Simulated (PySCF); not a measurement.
C3H5ClOSi, SMILES Cl[Si@@H]1CC=CO1. Coordinates come from a B3LYP-D3(BJ)/def2-SVP optimisation. The structure was generated by enumeration; whether it is a known compound was not checked. The values are those of a single conformer.

Problem. Give the equilibrium geometry at B3LYP-D3(BJ)/def2-SVP (PySCF confirms it by a frequency run) as bond lengths and angles. (The exact figures need the calculation; the answer reports its results.)

Solution. This is not unique; one that fits is 
Atoms: Cl1 Si2 C3 C4 C5 O6 H7 H8 H9 H10 H11. Bonded distances (Å): Cl1–Si2 2.073, Si2–C3 1.889, Si2–O6 1.699, Si2–H7 1.478, C3–C4 1.517, C3–H8 1.105, C3–H9 1.103, C4–C5 1.342, C4–H10 1.092, C5–O6 1.376, C5–H11 1.092. Angles (°): Cl1–Si2–C3 112.9, Cl1–Si2–O6 110.1, Cl1–Si2–H7 107.5, C3–Si2–O6 95.9, C3–Si2–H7 119.9, O6–Si2–H7 110.0, Si2–C3–C4 100.0, Si2–C3–H8 112.1, Si2–C3–H9 112.7, C4–C3–H8 112.2, C4–C3–H9 112.9, H8–C3–H9 106.9, C3–C4–C5 115.4, C3–C4–H10 122.6, C5–C4–H10 122.0, C4–C5–O6 119.0, C4–C5–H11 126.6, O6–C5–H11 114.3, Si2–O6–C5 109.0.
